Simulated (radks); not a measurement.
Task: The beryllium ion Be2+, [He]. Method: non-relativistic Kohn-Sham, PBE, spin-polarised, spherical densities, point nucleus; computed with a radial shooting solver on a logarithmic mesh with Libxc functionals. Every spin shell is full or empty, so the densities are truly spherical. Functionals are evaluated on that one density, not self-consistently. Rank these orbital-free kinetic functionals by their error against the exact value of the orbitals, and give that value: Thomas-Fermi, von Weizsacker, TF + vW, TF + vW/9, TF + vW/5, APBEK, Thakkar, Ernzerhof.

Result: Exact: 13.5758 hartree. From best to worst, with 100 (|E| - |E exact|)/|E exact| (equal figures are ties): von Weizsacker 0.00, APBEK +1.15, Thakkar +1.51, TF + vW/9 +1.68, Ernzerhof +5.30, Thomas-Fermi -9.43, TF + vW/5 +10.57, TF + vW +90.57.
